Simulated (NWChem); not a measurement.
The numbers come from NWChem runs, not from measurements. System: HBF$_{2}$O, charge 0, spin multiplicity 1, at a geometry optimised with PBE/def2-SVP. The structure started from a generated list of species. Level: MP2/cc-pVTZ, 4 core orbitals frozen.

Input file:

```
start mol
memory heap 200 mb stack 900 mb global 1100 mb
geometry units angstroms nocenter noautoz
  B      0.012231     0.018913     0.000000
  F     -1.323821    -0.082662     0.000000
  F      0.553194     1.233646     0.000000
  O      0.820149    -1.069133     0.000000
  H      0.313295    -1.900352     0.000000
  symmetry group Cs
end
basis spherical
  * library cc-pvtz
end
scf
  rhf
  nopen 0
  maxiter 100
  thresh 1e-7
  semidirect memsize 60000000 filesize 0
end
mp2
  freeze core 4
end
task mp2 energy
```

NWChem printed:

```
             Northwest Computational Chemistry Package (NWChem) 7.3.0
             --------------------------------------------------------

                                NWChem Input Module
                                -------------------

 Scaling coordinates for geometry "geometry" by  1.889725989
 (inverse scale =  0.529177249)

 Turning off AUTOSYM since
 SYMMETRY directive was detected!

                             Geometry "geometry" -> ""
                             -------------------------

 Output coordinates in angstroms (scale by  1.889725989 to convert to a.u.)

  No.       Tag          Charge          X              Y              Z
 ---- ---------------- ---------- -------------- -------------- --------------
    1 B                    5.0000     0.01223100     0.01891300     0.00000000
    2 F                    9.0000    -1.32382100    -0.08266200     0.00000000
    3 F                    9.0000     0.55319400     1.23364600     0.00000000
    4 O                    8.0000     0.82014900    -1.06913300     0.00000000
    5 H                    1.0000     0.31329500    -1.90035200     0.00000000

 Effective nuclear repulsion energy (a.u.)     111.7479801666

            Nuclear Dipole moment (a.u.)
            ----------------------------
        X                 Y               Z
 ---------------- ---------------- ----------------
    -0.0000018897     0.0000094486     0.0000000000

      Symmetry information
      --------------------

 Group name             Cs
 Group number              2
 Group order               2
 No. of unique centers     5

      Symmetry unique atoms

     1    2    3    4    5


 Summary of "ao basis" -> "" (spherical)
 ------------------------------------------------------------------------------
       Tag                 Description            Shells   Functions and Types
 ---------------- ------------------------------  ------  ---------------------
 *                          cc-pvtz                   on all atoms

 Summary of "ao basis" -> "ao basis" (spherical)
 ------------------------------------------------------------------------------
[...]
     1   1 0 0     -0.203876      0.000000     -0.000002
     1   0 1 0     -0.800065      0.000000      0.000009
     1   0 0 1      0.000000      0.000000      0.000000

     2   2 0 0    -18.518681      0.000000     85.729782
     2   1 1 0      0.309059      0.000000     -1.721695
     2   1 0 1     -0.000000      0.000000      0.000000
     2   0 2 0    -13.539342      0.000000     94.690085
     2   0 1 1      0.000000      0.000000      0.000000
     2   0 0 2    -14.333895      0.000000      0.000000

                   NWChem MP2 Semi-direct Energy/Gradient Module
                   ---------------------------------------------

  Basis functions       =    134
  Molecular orbitals    =    134
  Frozen core           =      4
  Frozen virtuals       =      0
  Active alpha occupied =     12
  Active beta occupied  =     12
  Active alpha virtual  =    118
  Active beta virtual   =    118
  Use MO symmetry       = T
  Use skeleton AO sym   = T

  AO/Fock/Back tols     =   1.0D-09  1.0D-09  1.0D-09

 GA uses MA = F    GA memory limited = T

 Available:
  local mem=  1.26D+08
 global mem=  1.44D+08
 local disk=  0.00D+00
  mp2_memr nvloc                   118
  nvloc new                   118
   1 passes of  12:        5242880                     107401                  42994465.
   1 passes of  12: M    126151966           G      144143288           F     120909086.

 Semi-direct pass number   1 of   1  for RHF alpha+beta  at        8.3s
  vrange nnbf                  8924
  mp2_eaftype                   164  avail_ma_in_mb                  1099
 EAF : mp2_eaftype filesize         164   21497233.
  mp2_eaf for mointskh                    164
Node 0 wrote    101.1 Mb in      0.2 s     Agg I/O rate:   554.7 Mb/s
 Done moints_semi at       18.2s
  mp2_eaftype                   164  avail_ma_in_mb                   935
 EAF : mp2_eaftype filesize         164   21497233.
  mp2_eaf for kh                   164
 Done maket at       18.8s
 Done multipass loop at       18.8s

          -------------------------------------------
          SCF energy                -299.317152259990
          Correlation energy          -0.834363970025
          Singlet pairs               -0.505550564552
          Triplet pairs               -0.328813405472
          Total MP2 energy          -300.151516230015
          -------------------------------------------

          ---------------------------------------------------
                    Spin Component Scaled (SCS) MP2
          Same spin pairs                     -0.219208936982
          Same spin scaling factor             0.333333333333
          Opposite spin pairs                 -0.615155033043
          Opposite spin scaling fact.          1.200000000000
          SCS-MP2 correlation energy          -0.811255685312
          Total SCS-MP2 energy              -300.128407945303
          ---------------------------------------------------

 -----------------------
 Performance information
 -----------------------

 Timer overhead =  1.37D-07 seconds/call

               Nr. of calls         CPU time (s)                 Wall time (s)                GFlops
             ---------------    -------------------     ------------------------------   -------------------
Name         Min   Avg   Max    Min     Avg     Max     Min     Avg     Max   Mx/calls   Min     Max     Sum
mp2: moin     1     1     1    9.8     9.8     9.8      9.8     9.8     9.8     9.8      0.0     0.0     0.0
mp2: make     1     1     1   0.65    0.65    0.65     0.65    0.65    0.65    0.65      0.0     0.0     0.0
mp2: tota     1     1     1    11.     11.     11.      11.     11.     11.     11.      0.0     0.0     0.0

 The average no. of pstat calls per process was 3.00D+00
 with a timing overhead of 4.10D-07s

 Task  times  cpu:       18.8s     wall:       18.8s

 Total times  cpu:       18.8s     wall:       18.8s
```
